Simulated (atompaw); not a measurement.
**An all-electron radial function and its pseudo partner (hydrogen)**

Columns: radius, all-electron u(r) and pseudo u(r) of the 1s shell (level -6.33 eV) of hydrogen in the configuration 1s1; PBEsol, scalar-relativistic, PAW (atompaw) scheme, atompaw 4.2.0.5.

```tsv
r (bohr)	all-electron	pseudo
0.029	0.0530	0.0443
0.058	0.1029	0.0883
0.087	0.1499	0.1316
0.115	0.1927	0.1727
0.144	0.2343	0.2140
0.173	0.2734	0.2540
0.202	0.3101	0.2923
0.231	0.3444	0.3289
0.260	0.3765	0.3635
0.288	0.4055	0.3949
0.317	0.4335	0.4254
0.346	0.4596	0.4538
0.375	0.4839	0.4800
0.404	0.5064	0.5042
0.433	0.5273	0.5263
0.462	0.5466	0.5465
0.490	0.5638	0.5642
0.519	0.5803	0.5809
0.548	0.5953	0.5960
0.577	0.6091	0.6098
0.606	0.6217	0.6222
0.635	0.6331	0.6334
0.663	0.6431	0.6432
0.692	0.6524	0.6524
0.721	0.6607	0.6607
0.750	0.6680	0.6680
```

**Question.** How many radial nodes do the two functions have?

**Answer.** The all-electron 1s function has n − l − 1 = 0; the pseudo-wave has 0.

**Question.** Is the pseudo-wave norm-conserving?

**Answer.** No, it belongs to a PAW set: the norm inside the radius is not constrained, and the difference is carried by the augmentation charge.
